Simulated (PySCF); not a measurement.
**Working out the ionisation energy of Br**

Br [Ar] 3d10 4s2 4p5 (2P) → Br+ [Ar] 3d10 4s2 4p4 (3P). All numbers are calculated (PySCF 2.14, the spin-free X2C one-electron Hamiltonian (Gaussian nucleus), in cc-pVDZ-DK (5s4p2d, 27 functions)). Frozen: [Ar] 3d10. Energies in hartree (1 hartree = 27.21139 eV):

```csv
part,Br (lower),Br+ (upper)
UHF,-2604.298414,-2603.903032
CCSD correlation,-0.106083,-0.086982
(T),-0.000821,-0.000779
```

Task: What does Hartree-Fock give?

Result: (-2603.903032) − (-2604.298414) = 0.395382 hartree = 10.759 eV.

Task: What do CCSD and CCSD(T) give?

Result: The CCSD correlation energies differ by 0.019101 hartree = 0.520 eV and the triples by 0.000042 hartree = 0.001 eV, so CCSD gives 11.279 eV and CCSD(T) 11.280 eV.

Measured between the centres of the two terms (NIST): 11.844 eV, so CCSD(T) (valence) is off by -0.564 eV.

A double-zeta basis recovers only part of the correlation energy.

What remains against the reference includes basis incompleteness, the frozen core and higher excitations.
